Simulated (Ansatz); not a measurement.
H4BN, SMILES `BN` (excited triplet) (charge 0, multiplicity 3). This triplet is an excited state, 4.53 eV above the relaxed singlet at the level composite: frozen-core CCSD(T) with HF/cc-pVQZ and the correlation energy extrapolated as X^-3 from cc-pVTZ and cc-pVQZ, plus CCSDT(Q) minus CCSD(T) in cc-pVDZ // B3LYP-D3(BJ)/def2-TZVP (Ansatz, an electronic-structure program).

Z-matrix (Å, degrees):
```
N
H 1 1.0114
H 1 1.0169 2 112.40
B 1 1.4433 2 123.79 3 -179.87
H 4 1.2382 1 114.26 2 124.21
H 4 1.2382 5 97.74 1 -121.05
```
Charge 0, spin multiplicity 3.

Frozen-core energies in 6-31g from Ansatz at a geometry from B3LYP-D3(BJ)/def2-TZVP; the HF reference has <S^2> = 2.01 and the T1 diagnostic is 0.039.

```
level     energy (Ha)  difference from CCSDTQ (mHa)
--------  -----------  ----------------------------
HF          -81.30276                        188.55
MP2         -81.45503                         36.28
CCSD        -81.48644                          4.87
CCSD(T)     -81.49026                          1.06
CCSDT       -81.49095                          0.36
CCSDT(Q)    -81.49132                          0.00
CCSDTQ      -81.49131                          0.00
```
